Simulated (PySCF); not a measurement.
PySCF input for bromine monochloride cation (BrCl), SMILES ClBr (connectivity only; charge and spin as stated), charge +1, multiplicity 2, TDA-PBE/def2-TZVPD. Coordinates come from a PBE0-D3(BJ)/def2-TZVP optimisation. The spin state was assumed, not searched.

```python
import numpy as np
from pyscf import gto, scf, dft, tdscf

mol = gto.M(
    atom='''
    Cl    0.00000000    0.00000000   -1.37302469
    Br    0.00000000    0.00000000    0.66689771
    ''',
    basis='def2-TZVPD',
    charge=1,
    spin=1,
    max_memory=1600,
    verbose=4,
)
mf = dft.UKS(mol, xc='pbe').density_fit(auxbasis='def2-universal-jkfit')
mf.grids.level = 3
mf.conv_tol = 1e-9
mf.max_cycle = 100
mf.kernel()
fine, coarse = mf.grids, dft.Grids(mol).set(level=1).build(with_non0tab=True)
for _ in range(3):  # follow internal instabilities
    mf.grids = coarse
    mo, _, stable, _ = mf.stability(return_status=True, nroots=4)
    mf.grids = fine
    if stable:
        break
    mf.kernel(mf.make_rdm1(mo, mf.mo_occ))
mf.grids = dft.Grids(mol).set(level=1).build(with_non0tab=True)  # coarser grid for the response kernel
td = tdscf.TDA(mf)
td.nstates = 10
td.conv_tol = 1e-4
td.positive_eig_threshold = 1e-6
td.kernel(x0=td.get_init_guess(mf, 15))
td.analyze()
```

It prints:

```
PySCF version 2.14.0

[INPUT] verbose = 4
[INPUT] num. atoms = 2
[INPUT] num. electrons = 51
[INPUT] charge = 1
[INPUT] spin (= nelec alpha-beta = 2S) = 1
[INPUT] symmetry False subgroup None
[INPUT] Mole.unit = angstrom
[INPUT] Symbol           X                Y                Z      unit          X                Y                Z       unit  Magmom
[INPUT]  1 Cl     0.000000000000   0.000000000000  -1.373024690000 AA    0.000000000000   0.000000000000  -2.594640626366 Bohr   0.0
[INPUT]  2 Br     0.000000000000   0.000000000000   0.666897710000 AA    0.000000000000   0.000000000000   1.260254025000 Bohr   0.0

nuclear repulsion = 154.349224508442
number of shells = 35
number of NR pGTOs = 184
number of NR cGTOs = 103
basis = def2-TZVPD
ecp = {}


[settings echo left out]
init E= -3032.94627769864
  alpha nocc = 26  HOMO = -0.266690139342787  LUMO = -0.134530436778324

WARN: beta  nocc = 25  HOMO -0.266690139342805 >= LUMO -0.266690139342779


WARN: HOMO -0.266690139342787 >= LUMO -0.266690139342779

cycle= 1 E= -3033.33211002199  delta_E= -0.386  |g|= 0.426  |ddm|= 1.15
  alpha nocc = 26  HOMO = -0.56934880490819  LUMO = -0.46185699112662
  beta  nocc = 25  HOMO = -0.566630693657582  LUMO = -0.562658588254897
  HOMO = -0.566630693658  LUMO = -0.562658588255  gap/eV = 0.10809
cycle= 2 E= -3033.1592675358  delta_E= 0.173  |g|= 0.714  |ddm|= 1.21
  alpha nocc = 26  HOMO = -0.553959409401704  LUMO = -0.429815009325672
  beta  nocc = 25  HOMO = -0.539068830105651  LUMO = -0.537771152537626
  HOMO = -0.539068830106  LUMO = -0.537771152538  gap/eV = 0.03531
cycle= 3 E= -3033.31866343419  delta_E= -0.159  |g|= 0.33  |ddm|= 1.16
  alpha nocc = 26  HOMO = -0.547208650393348  LUMO = -0.41281176971782

WARN: beta  nocc = 25  HOMO -0.530406607916413 >= LUMO -0.530002854678675


WARN: HOMO -0.530406607916413 >= LUMO -0.530002854678675

cycle= 4 E= -3033.38529848979  delta_E= -0.0666  |g|= 0.046  |ddm|= 0.315
  alpha nocc = 26  HOMO = -0.535450335192895  LUMO = -0.408225463867502

WARN: beta  nocc = 25  HOMO -0.526040301878687 >= LUMO -0.525274551265946


WARN: HOMO -0.526040301878687 >= LUMO -0.525274551265946

cycle= 5 E= -3033.38108653227  delta_E= 0.00421  |g|= 0.0975  |ddm|= 1.02
  alpha nocc = 26  HOMO = -0.542054096037288  LUMO = -0.407962761196789
  beta  nocc = 25  HOMO = -0.526146577289932  LUMO = -0.524773296936937
  HOMO = -0.52614657729  LUMO = -0.524773296937  gap/eV = 0.03737
cycle= 6 E= -3033.38609776815  delta_E= -0.00501  |g|= 0.0256  |ddm|= 1.02
  alpha nocc = 26  HOMO = -0.540667584704444  LUMO = -0.407927724273652
  beta  nocc = 25  HOMO = -0.525938344754045  LUMO = -0.524710554935815
  HOMO = -0.525938344754  LUMO = -0.524710554936  gap/eV = 0.03341
cycle= 7 E= -3033.38623151085  delta_E= -0.000134  |g|= 0.0209  |ddm|= 0.0107
  alpha nocc = 26  HOMO = -0.540062819391276  LUMO = -0.408233124570241
  beta  nocc = 25  HOMO = -0.526189212818239  LUMO = -0.524841016473603
  HOMO = -0.526189212818  LUMO = -0.524841016474  gap/eV = 0.03669
cycle= 8 E= -3033.38630296585  delta_E= -7.15e-05  |g|= 0.0177  |ddm|= 0.00434
  alpha nocc = 26  HOMO = -0.538821283967141  LUMO = -0.408141625246547
  beta  nocc = 25  HOMO = -0.52615875001248  LUMO = -0.524643559026464
  HOMO = -0.526158750012  LUMO = -0.524643559026  gap/eV = 0.04123
cycle= 9 E= -3033.38637085622  delta_E= -6.79e-05  |g|= 0.0139  |ddm|= 0.00387
  alpha nocc = 26  HOMO = -0.537124619928488  LUMO = -0.40815582391161
  beta  nocc = 25  HOMO = -0.526306706941233  LUMO = -0.524533071785016
  HOMO = -0.526306706941  LUMO = -0.524533071785  gap/eV = 0.04826
cycle= 10 E= -3033.38644444507  delta_E= -7.36e-05  |g|= 0.0082  |ddm|= 0.00517
  alpha nocc = 26  HOMO = -0.534765516125486  LUMO = -0.408175169913406
  beta  nocc = 25  HOMO = -0.526482930944165  LUMO = -0.524348129163637
  HOMO = -0.526482930944  LUMO = -0.524348129164  gap/eV = 0.05809
cycle= 11 E= -3033.38648325789  delta_E= -3.88e-05  |g|= 0.00052  |ddm|= 0.00733
  alpha nocc = 26  HOMO = -0.534644501669884  LUMO = -0.40816974900526
  beta  nocc = 25  HOMO = -0.526486081238775  LUMO = -0.524332727273204
  HOMO = -0.526486081239  LUMO = -0.524332727273  gap/eV = 0.05860
cycle= 12 E= -3033.38648337648  delta_E= -1.19e-07  |g|= 0.000255  |ddm|= 0.0036
  alpha nocc = 26  HOMO = -0.534641703008088  LUMO = -0.408180027514604
  beta  nocc = 25  HOMO = -0.526497979996075  LUMO = -0.524342191875027
  HOMO = -0.526497979996  LUMO = -0.524342191875  gap/eV = 0.05866
cycle= 13 E= -3033.38648341202  delta_E= -3.55e-08  |g|= 5.02e-05  |ddm|= 0.00165
  alpha nocc = 26  HOMO = -0.53464752919696  LUMO = -0.408177607696224
  beta  nocc = 25  HOMO = -0.526495252514114  LUMO = -0.524340593049191
  HOMO = -0.526495252514  LUMO = -0.524340593049  gap/eV = 0.05863
cycle= 14 E= -3033.38648341347  delta_E= -1.45e-09  |g|= 8.81e-06  |ddm|= 4.09e-05
  alpha nocc = 26  HOMO = -0.534648162443379  LUMO = -0.408178220217739
  beta  nocc = 25  HOMO = -0.526495906493981  LUMO = -0.524341210060853
  HOMO = -0.526495906494  LUMO = -0.524341210061  gap/eV = 0.05863
cycle= 15 E= -3033.38648341352  delta_E= -4.77e-11  |g|= 1.58e-06  |ddm|= 1.04e-05
  alpha nocc = 26  HOMO = -0.534647990815156  LUMO = -0.408178071838272
  beta  nocc = 25  HOMO = -0.526495717386531  LUMO = -0.524341026182407
  HOMO = -0.526495717387  LUMO = -0.524341026182  gap/eV = 0.05863
Extra cycle  E= -3033.38648341351  delta_E= 5.91e-12  |g|= 2.77e-06  |ddm|= 1.39e-05
converged SCF energy = -3033.38648341351  <S^2> = 0.75184759  2S+1 = 2.0018467
tot grids = 13648
uhf_internal: lowest eigs of H = [8.90625740e-07 1.69354117e-01 2.09524838e-01 2.88641970e-01]
<class 'pyscf.df.df_jk.DFUKS'> wavefunction is stable in the internal stability analysis
tot grids = 13648
Overwritten attributes  positive_eig_threshold  of <class 'pyscf.tdscf.uks.TDA'>


******** <class 'pyscf.tdscf.uks.TDA'> for <class 'pyscf.df.df_jk.DFUKS'> ********
nstates = 10
deg_eia_thresh = 1.000e-03
wfnsym = None
conv_tol = 0.0001
eigh lindep = 1e-12
eigh level_shift = 0
eigh max_cycle = 100


Excitation energies (eV)
[0.06662198 2.78955319 2.92976964 3.66966506 3.90463394 4.04461211
 4.98503698 5.61790935 5.88831938 6.4970872 ]

** Excitation energies and oscillator strengths **
Excited State   1:      0.06662 eV  18610.10 nm  f=0.0000
      25b ->   26b      0.99947
Excited State   2:      2.78955 eV    444.46 nm  f=0.0000
      26a ->   27a     -0.71680
      25b ->   27b      0.69628
Excited State   3:      2.92977 eV    423.19 nm  f=0.0000
      24b ->   26b     -0.99941
Excited State   4:      3.66967 eV    337.86 nm  f=0.0000
      26a ->   27a      0.69527
      25b ->   27b      0.71569
Excited State   5:      3.90463 eV    317.53 nm  f=0.0571
      22a ->   27a      0.21495
      22b ->   27b      0.16880
      23b ->   26b      0.95050
Excited State   6:      4.04461 eV    306.54 nm  f=0.0000
      25a ->   27a     -0.99821
Excited State   7:      4.98504 eV    248.71 nm  f=0.0001
      23a ->   27a      0.13645
      22b ->   26b      0.97496
      23b ->   27b     -0.15622
Excited State   8:      5.61791 eV    220.69 nm  f=0.0000
      24a ->   27a     -0.73952
      24b ->   27b      0.67137
Excited State   9:      5.88832 eV    210.56 nm  f=0.0001
      23a ->   27a      0.42164
      22b ->   26b     -0.19816
      23b ->   27b     -0.88259
Excited State  10:      6.49709 eV    190.83 nm  f=0.0002
      24a ->   27a      0.67050
      24b ->   27b      0.73828

** Transition electric dipole moments (AU) **
state          X           Y           Z        Dip. S.      Osc.
  1         0.0000     -0.0000     -0.0000      0.0000      0.0000
  2        -0.0024      0.0006      0.0000      0.0000      0.0000
  3        -0.0000      0.0000      0.0000      0.0000      0.0000
  4         0.0189     -0.0047      0.0000      0.0004      0.0000
  5        -0.0000      0.0000      0.7724      0.5967      0.0571
  6        -0.0043     -0.0172     -0.0000      0.0003      0.0000
  7        -0.0077     -0.0308      0.0000      0.0010      0.0001
  8         0.0015     -0.0004     -0.0000      0.0000      0.0000
  9         0.0047      0.0188     -0.0000      0.0004      0.0001
 10        -0.0369      0.0093      0.0000      0.0014      0.0002

** Transition velocity dipole moments (imaginary part, AU) **
state          X           Y           Z        Dip. S.      Osc.
  1        -0.0000     -0.0000      0.0000      0.0000      0.0000
  2         0.0009     -0.0002      0.0000      0.0000      0.0000
  3        -0.0000      0.0000     -0.0000      0.0000      0.0000
  4         0.0821     -0.0206     -0.0000      0.0072      0.0354
  5        -0.0000     -0.0000     -0.1077      0.0116      0.0539
  6        -0.0149     -0.0595      0.0000      0.0038      0.0169
  7        -0.0004     -0.0015     -0.0000      0.0000      0.0000
  8        -0.0001      0.0000      0.0000      0.0000      0.0000
  9         0.0010      0.0042      0.0000      0.0000      0.0001
 10        -0.0085      0.0021     -0.0000      0.0001      0.0002

** Transition magnetic dipole moments (imaginary part, AU) **
state          X           Y           Z
  1         0.0000     -0.0000     -1.0016
  2         0.0003      0.0012     -0.0000
  3         0.0000      0.0000      0.0003
  4         0.0565      0.2250     -0.0000
  5         0.0000     -0.0000      0.0000
  6         0.1674     -0.0420     -0.0000
  7        -1.0058      0.2526     -0.0000
  8        -0.0112     -0.0446     -0.0000
  9         0.3240     -0.0814      0.0000
 10         0.1270      0.5056     -0.0000
```

The calculation finished and met its thresholds.

Cost: very roughly 25 core-seconds.
